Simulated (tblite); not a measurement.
C₄N₄S.
Structure used (GFN2-xTB), in Å, numbered top down from 1:
```xyz
9
C4N4S angstrom
N     -2.252    1.782    0.391
C     -1.230    1.301    0.209
C      0.023    0.694   -0.013
N      1.144    1.408   -0.219
N      2.176    0.727   -0.399
S      1.941   -0.907   -0.344
C      0.260   -0.684   -0.044
C     -0.652   -1.726    0.127
N     -1.395   -2.589    0.266
```

Method: GFN2-xTB as coded in tblite; computed harmonic values from a numerical Hessian at the method's own geometry, unscaled. This tight-binding method is rough: wavenumbers can miss measured ones by several per cent, in bad cases by 10 to 20.

Problem. How many normal modes are there?

Solution. 9 atoms, non-linear: 3N − 6 = 21.

Problem. What is the point group of the computed structure, and how do the modes divide by symmetry?

Solution. Cs. The vibrations span 15 a′ + 6 a″.

Problem. How many distinct wavenumbers does the calculation give?

Solution. 21: Cs has no degenerate species.

Problem. How many fundamentals are allowed in the infrared by symmetry?

Solution. 21 of 21: in Cs every mode is allowed. All fundamentals are allowed in the Raman spectrum.

Problem. What thermal excitation has the softest real mode at 77 K?

Solution. θ = hcν̃/k = 134 K for 92.9 cm⁻¹, so N1/N0 = 0.18 and ⟨v⟩ = 1/(exp(θ/T) − 1) = 0.21.
